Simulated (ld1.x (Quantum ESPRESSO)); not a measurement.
**Zr: excitation energies, all-electron against TM**

```
Element                 : zirconium
Generator               : ld1.x (Quantum ESPRESSO) 7.5
Type                    : norm-conserving Troullier–Martins (Kleinman–Bylander form)
Functional              : LDA (PZ)
Relativity              : fully relativistic
Frozen core             : [Ar] 3d10 4s2
Valence charge          : 10
Reference configuration : 4p6 4d2.5 5s1.5 5p0
Partial waves           : 5s (bound): rc 2.70 bohr; 4p (bound): rc 1.80 bohr; 4d (bound): rc 2.15 bohr
Local potential         : the d channel
Core correction         : Bessel-smoothed model core inside 1.20 bohr
```

Open shells are filled in proportion to 2j + 1 (rel_dist='average').

Energies are relative to the spin-unpolarised reference configuration 4p6 4d2.5 5s1.5 5p0; without spin polarisation the order of configurations can differ from experiment. The d channel is local and has no spin–orbit splitting in the pseudo-atom.

Task: Give the all-electron excitation energy and the error of the potential for: 4p6 4d2 5s2 5p0; 4p6 4d2 5s1 5p0; 4p6 4d2 5s0 5p0; 4p6 4d1 5s2 5p0; 4p6 4d0 5s0 5p0; 4p6 4d1 5s0 5p0; 4p6 4d2 5s0 5p1.

Result:

| valence configuration | charge | ΔE all-electron (eV) | error AE − PS (meV) |
| --- | --- | --- | --- |
| 4p6 4d2 5s2 5p0 | 0 | -0.526 | -5.8 |
| 4p6 4d2 5s1 5p0 | +1 | 6.825 | +3.7 |
| 4p6 4d2 5s0 5p0 | +2 | 20.067 | +1.6 |
| 4p6 4d1 5s2 5p0 | +1 | 7.294 | -30 |
| 4p6 4d0 5s0 5p0 | +4 | 77.257 | +35 |
| 4p6 4d1 5s0 5p0 | +3 | 42.884 | +29 |
| 4p6 4d2 5s0 5p1 | +1 | 10.634 | +2.2 |

These tests converged, but a pseudo level misses the all-electron one widely, so the file describes the atom poorly there or has found another state: 4p6 4d0 5s0 5p0: empty 5s by 6.2 eV (a node warning on the way).

Note: ghost state, extra bound levels that the all-electron valence spectrum of the same l lacks: s at -52.2 eV. A true bound ghost makes a file unfit for plane-wave use.
